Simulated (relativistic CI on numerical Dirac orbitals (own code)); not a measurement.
**Re4+: 4d photoemission**

Computed with this model: Dirac-Coulomb-Breit CI, separate exchange-only KLI orbitals for each configuration, model QED (radiative potential, 1s self-energy scaled to tabulated hydrogen-like ionisation energies), valence Slater integrals scaled by 0.9, multiplet model of photoemission in the sudden approximation; configurations [Xe] 4f14 5d3 → [Kr] 4d9 4f14 5s2 5p6 5d3; 80 K; Lorentzian 2.45 eV and Gaussian 0.6 eV FWHM. Energies are those of the free ion, without screening or charge transfer. The energies are binding energies and can lie tens of eV above those of solids. S is read from ⟨S²⟩ = S(S + 1).

Field parameters in Wybourne normalisation: D4h B²₀ = −7Ds, B⁴₀ = 21(Dq − Dt), B⁴₄ = 21√(5/14) Dq. The field is a parameter set, without covalency.

free ion: ground-state S = 1.42, centroid 325.81 eV. Peaks (eV, height): 320.0 (100), 333.8 (54).

D4h, 10Dq = 43950, Ds = 850, Dt = 360 cm⁻¹: ground-state S = 1.48, centroid 326.05 eV. Peaks (eV, height): 320.4 (100), 334.2 (62).

Strongest unbroadened transitions for free ion:

| Energy (eV) | Relative strength |
| --- | --- |
| 319.74 | 90.2 |
| 319.92 | 68.0 |
| 320.14 | 77.9 |
| 320.22 | 43.1 |
| 320.56 | 52.5 |
| 320.73 | 5.8 |
| 321.22 | 4.7 |
| 325.58 | 3.6 |
| 333.50 | 34.9 |
| 333.67 | 100.0 |
| 334.64 | 5.2 |
| 334.74 | 38.2 |
| 335.03 | 7.2 |
| 335.29 | 14.1 |
| 336.22 | 8.0 |
| 337.05 | 5.8 |
| 337.57 | 3.6 |
| 338.35 | 2.9 |
